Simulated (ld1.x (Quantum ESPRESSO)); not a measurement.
## Varying the TM potential for tantalum

Base potential:

ld1.x (Quantum ESPRESSO) 7.5 input, shortened:

```
&input
   title='Ta', zed=73., rel=2, dft='PBE', iswitch=3,
   config='[Xe] 4f14 5d3.5 6s1.5 6p0', rel_dist='average'
 /
 &inputp
   pseudotype=2, tm=.true., lloc=-1, rcloc=1.75,
   nlcc=.true.
 /
3
5S  1  0   2.00   0.00  1.05  1.05  0.0
5P  2  1   6.00   0.00  1.30  1.30  0.0
5D  3  2   3.50   0.00  2.85  2.85  0.0
 &test
   configts(1)='5s2 5p6 5d3.5 6s1.5 6p0'
 /
```

Open shells are filled in proportion to 2j + 1 (rel_dist='average').

Occupied shells without a wave of their own: 6s. They enter only through the test configuration that unscreens the potential, and ld1.x also counts them in the model core charge.

All-electron outer shells of the reference configuration (PBE, scalar-relativistic, ld1.x):

```
shell  level (eV)  outermost node (bohr)  outermost maximum (bohr)
   4d     -221.29                   0.22                      0.46
   5s      -72.11                   0.54                      0.98
   5p      -38.57                   0.58                      1.13
   4f      -23.80                      –                      0.44
   6s       -5.18                   1.32                      2.78
   5d       -3.08                   0.65                      1.60
   6p       -1.29                   1.60                      3.99
```

Cutoffs, loose and tight: the cutoffs (Ry, on a coarse ladder) from which the occupation-weighted sum of valence levels, in a spherical-Bessel basis at the reference potential, stays within 10 and 1 mRy of its value at 400 Ry. They do not see the model core or the augmentation charge, which bear on the density cutoff. Test errors are all-electron minus pseudo excitation energies from the reference, over the configurations 5s2 5p6 5d3 6s2 6p0; 5s2 5p6 5d3 6s1 6p0; 5s2 5p6 5d3 6s0 6p0; 5s2 5p6 5d3 6s1 6p1; 5s2 5p6 5d3 6s1.5 6p0; 5s2 5p6 5d3 6s0 6p1; 5s2 5p6 5d2 6s2 6p1. A dash means not determined; rows that change the core or the reference have their own tests.

With those shells counted twice in exchange and correlation these files are broken, and their errors move erratically; no question is asked of them.

Cutoffs are not given where the Bessel-basis levels miss the radial ones by over 6 mRy, ghosts where they miss by over 20 mRy; a channel whose overlap is not positive is not tested.

| change | outcome | bound ghosts | largest test error (meV) |
| --- | --- | --- | --- |
| base | generated, misses its reference levels by 0.21 eV | none | +303 |
| wave 5s (bound): rc 1.05 bohr becomes 5s (bound): rc 0.68 bohr | generated | not determined | -168 |
| wave 5s (bound): rc 1.05 bohr becomes 5s (bound): rc 0.86 bohr | generated, misses its reference levels by 0.21 eV | none | +318 |
| wave 5s (bound): rc 1.05 bohr becomes 5s (bound): rc 1.00 bohr | generated, misses its reference levels by 0.21 eV | none | +307 |
| wave 5s (bound): rc 1.05 bohr becomes 5s (bound): rc 1.08 bohr | generated, misses its reference levels by 0.21 eV | none | +303 |
| wave 5s (bound): rc 1.05 bohr becomes 5s (bound): rc 1.26 bohr | generated, misses its reference levels by 0.21 eV | none | +311 |
| wave 5s (bound): rc 1.05 bohr becomes 5s (bound): rc 1.44 bohr | generated, misses its reference levels by 0.19 eV | none | +269 |
| wave 5s (bound): rc 1.05 bohr becomes 5s (bound): rc 1.56 bohr | generated, misses its reference levels by 0.15 eV | none | +180 |

Reading the sweep of the s radius (base included, trends over the rows without a ghost): The median size of the test errors (rows with all tests solved) falls from 115.5 meV at 0.86 to 34.1 meV at 1.56 bohr. This runs against the usual rule that a larger radius transfers worse; these runs do not show why.
